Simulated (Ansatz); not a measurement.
Born–Oppenheimer molecular dynamics of ClH5W (7 atoms, charge 0, multiplicity 1). It starts from a relaxed structure.

All numbers below come from Ansatz 0.2.0, RKS PBE-D4/def2-SVP.

```
ensemble        : NVT, Langevin thermostat
time step       : 0.5 fs
steps asked     : 250
set temperature : 300 K
friction        : 0.01 /fs
seed            : 994993
```

First frame:

```xyz
7
Properties=species:S:1:pos:R:3
W 0.000 0.000 -0.538
H 0.000 0.000 1.168
H 1.410 0.000 0.394
H 0.000 1.410 0.394
H -1.410 0.000 0.394
H 0.000 -1.410 0.394
Cl 0.000 0.000 -2.874
```

How far do the bonds stretch over the last three quarters of this one trajectory? (Pairs bonded in most of those frames.)


```json
{"bond": "W1–H2", "mean (Å)": "1.702", "spread (Å)": "0.021", "shortest": "1.66", "longest": "1.75"}
{"bond": "W1–H3", "mean (Å)": "1.669", "spread (Å)": "0.024", "shortest": "1.62", "longest": "1.72"}
{"bond": "W1–H4", "mean (Å)": "1.677", "spread (Å)": "0.035", "shortest": "1.62", "longest": "1.76"}
{"bond": "W1–H5", "mean (Å)": "1.713", "spread (Å)": "0.039", "shortest": "1.64", "longest": "1.81"}
{"bond": "W1–H6", "mean (Å)": "1.714", "spread (Å)": "0.027", "shortest": "1.66", "longest": "1.77"}
{"bond": "W1–Cl7", "mean (Å)": "2.294", "spread (Å)": "0.028", "shortest": "2.25", "longest": "2.34"}
```

Mean temperature of the second half: 478 K. The mean temperature of the second half is 59 % above the set value. A run of 0.12 ps of so small a system gives no equilibrium averages.

Run time: 4.4 min on 2 threads of AMD EPYC 7R43 64-Core Processor (Zen 3) (shared host), peak memory 0.15 GiB.
